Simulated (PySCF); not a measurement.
H2S2Sn, SMILES [SH][Sn][SH] (connectivity only; charge and spin as stated), neutral, multiplicity 1.

Geometry: B3LYP-D3(BJ)/def2-SVP. The def2 effective core potentials stand for the cores of Sn; spin–orbit coupling is left out. One conformer was computed; it need not be the lowest.

These are TDDFT-PBE0/def2-SVPD in PySCF values and carry that method's errors.

Vertical excitations. Isolated molecule, no solvent. State labels are in the subgroup C2v.

```tsv
state	symmetry	energy (eV)	λ (nm)	f	main pairs
S1	B1	3.49	355	0.017	HOMO→LUMO 100 %
S2	B2	3.81	326	0.038	HOMO−1→LUMO 94 %
S3	A1	4.47	278	0.012	HOMO−2→LUMO 92 %
S4	A2	4.76	260	0.000	HOMO−3→LUMO 99 %
S5	B1	5.11	243	0.020	HOMO−1→LUMO+1 99 %
S6	A2	5.54	224	0.000	HOMO−1→LUMO+2 89 %
S7	B2	5.58	222	0.323	HOMO→LUMO+1 90 %
S8	A2	5.77	215	0.000	HOMO−2→LUMO+1 80 %
S9	A1	5.82	213	0.170	HOMO→LUMO+2 79 %
S10	A2	6.01	206	0.000	HOMO−1→LUMO+3 84 %
T1	B1	2.62	474	0	HOMO→LUMO 99 %
T2	B2	3.12	398	0	HOMO−1→LUMO 99 %
T3	A1	3.61	343	0	HOMO−2→LUMO 99 %
T4	B2	4.31	288	0	HOMO→LUMO+1 96 %
```
Triplets are in the Tamm–Dancoff approximation, which puts them higher than full response would, so one can lie above its singlet here.
